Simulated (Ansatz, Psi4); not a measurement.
The Ansatz (an electronic-structure program) input:
Ansatz 0.2 input:
```yaml
crystal:
  periodic: [false, false, false]
  atoms:
    - {symbol: Cl, position_ang: [-0.00000000, -0.00000000, -1.74625450]}
    - {symbol: I, position_ang: [0.00000000, 0.00000000, 0.56011937]}
basis:
  gaussian:
    orbitals: def2-SVPD
hamiltonian:
  xc: b3lyp5
accuracy: high
```

Question: Convert this to an input for Psi4.

Answer: This is not unique; one that fits is 
```
memory 2 GB

molecule {
0 1
Cl   -0.00000000   -0.00000000   -1.74625450
I     0.00000000    0.00000000    0.56011937
}

set {
  basis def2-svpd
  scf_type pk
  puream true
  d_convergence 1e-8
  dft_radial_points 99
  dft_spherical_points 590
}

energy('b3lyp5')
print_variables()
```

Both were run: Ansatz gave -757.701782 Eh and Psi4 -757.701783 Eh, 0.001 mEh apart.
